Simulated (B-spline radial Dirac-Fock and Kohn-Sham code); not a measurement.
ΔSCF core binding energies without Breit or QED terms, calculated with an atomic code on a B-spline grid.

A sound run for atomic magnesium, [Ne] 3s2: The ground state converged in 10 iterations, with total energy -199.93506 Ha, virial ratio 1.99679 and highest orbital energy -6.90 eV. ΔSCF binding energies: K (1s) 1311.7 eV, L3 (2p3/2) 56.31 eV. Holes are computed only in closed shells, and unreliable hole states are left out.

A second run, with one unsound setting: The ground state had not converged after 56 iterations, with total energy -199.92315 Ha, virial ratio 1.98814 and highest orbital energy -6.93 eV. ΔSCF binding energies: K (1s) 1314.4 eV, L3 (2p3/2) 56.95 eV (not all states converged, so these are not final). Holes are computed only in closed shells, and unreliable hole states are left out.

```
iter   energy (Ha)        error
   1     -199.65177678  4.68e-01
   2     -199.91151193  5.05e-02
   3     -199.91180851  5.02e-02
   4     -199.91210132  4.99e-02
   5     -199.91239041  4.95e-02
   6     -199.91267582  4.92e-02
   7     -199.91295760  4.89e-02
   8     -199.91323580  4.86e-02
   9     -199.91351047  4.82e-02
  17     -199.91558574  4.57e-02
  25     -199.91745911  4.34e-02
  33     -199.91915025  4.11e-02
  41     -199.92067690  3.90e-02
  49     -199.92205511  3.70e-02
  56     -199.92315069  3.53e-02
```

**Question.** Which fault fits the second run best?
A. speed of light below Z
B. overfilled shell
C. damping too heavy
D. box too small

**Answer.** C. The input had damp = 0.995; ndamp = 100: damp is so close to 1 that the orbitals hardly move in each step.
